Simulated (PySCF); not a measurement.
A structure optimised at PBE-D3(BJ)/def2-SVP, used in a PySCF frequency run:

```
Nb
N 1 1.7584
H 2 1.0237 1 171.66
F 1 1.8966 2 110.98 3 -61.87
F 1 1.8966 2 110.98 3 61.87
N 1 1.9663 2 102.76 3 180.00
H 6 1.0237 1 127.82 2 0.00
H 6 1.0283 7 109.99 1 -180.00
```

Problem. Write its SMILES, formula and point group.

Solution. [NH]=[Nb]([NH2])([F])[F], F2H3N2Nb, Cs

Problem. What are its rotational constants (standard atomic weights)?

Solution. 3.0935, 3.0889, 2.7229 GHz
